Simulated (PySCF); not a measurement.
# Electron correlation in Sb³⁺ (antimony, charge +3)

Starting occupation: [Kr] 4d10 5s2. Calculation: PySCF 2.14, in x2c-TZVPPall-2c with one added diffuse shell each of s, p, d, f type (9s10p6d3f, 90 functions); X2C-1e with screened-nucleus spin-orbit coupling, Gaussian nucleus. Frozen: [Ar] 3d10; 20 electrons correlated; the 6 highest virtual spinors left out.

MP2 pair energies summed by pair of shells (mhartree):

| pair | energy | share (%) |
| --- | --- | --- |
| 4d3/2-4d5/2 | -77.78 | 20.5 |
| 4d5/2-4d5/2 | -57.06 | 15.0 |
| 4d5/2-5s1/2 | -47.28 | 12.5 |
| 4d3/2-5s1/2 | -30.96 | 8.2 |
| 5s1/2-5s1/2 | -26.07 | 6.9 |
| 4d5/2-4p3/2 | -24.34 | 6.4 |
| 4d3/2-4d3/2 | -24.25 | 6.4 |
| 4d3/2-4p3/2 | -16.54 | 4.4 |
| 4d5/2-4p1/2 | -12.28 | 3.2 |
| 4p1/2-4p3/2 | -9.60 | 2.5 |
| 4p3/2-4p3/2 | -9.47 | 2.5 |
| 4d5/2-4s1/2 | -8.02 | 2.1 |
| 4d3/2-4p1/2 | -7.71 | 2.0 |
| 4p3/2-4s1/2 | -6.22 | 1.6 |
| 4p3/2-5s1/2 | -6.00 | 1.6 |
| 4d3/2-4s1/2 | -5.31 | 1.4 |
| 4p1/2-4s1/2 | -3.14 | 0.8 |
| 4p1/2-5s1/2 | -2.64 | 0.7 |
| 4p1/2-4p1/2 | -2.21 | 0.6 |
| 4s1/2-4s1/2 | -1.55 | 0.4 |
| 4s1/2-5s1/2 | -0.85 | 0.2 |

Total MP2 correlation energy: -379.28 mhartree.

The virtual space was cut to 108 spinors, which keep -378.22 of the -379.28 mhartree of MP2 correlation.

| level | correlation energy (mhartree) |
| --- | --- |
| CCSD | -363.73 |

Diagnostics: T1 = 0.0067, largest double amplitude 0.084.

Cost of the coupled-cluster step: 240 s of wall time on 4 threads of Neoverse-V2 (shared host), for 20 occupied and 108 virtual spinors.

This basis was not built for core-valence correlation, so the inner-shell part is incomplete.
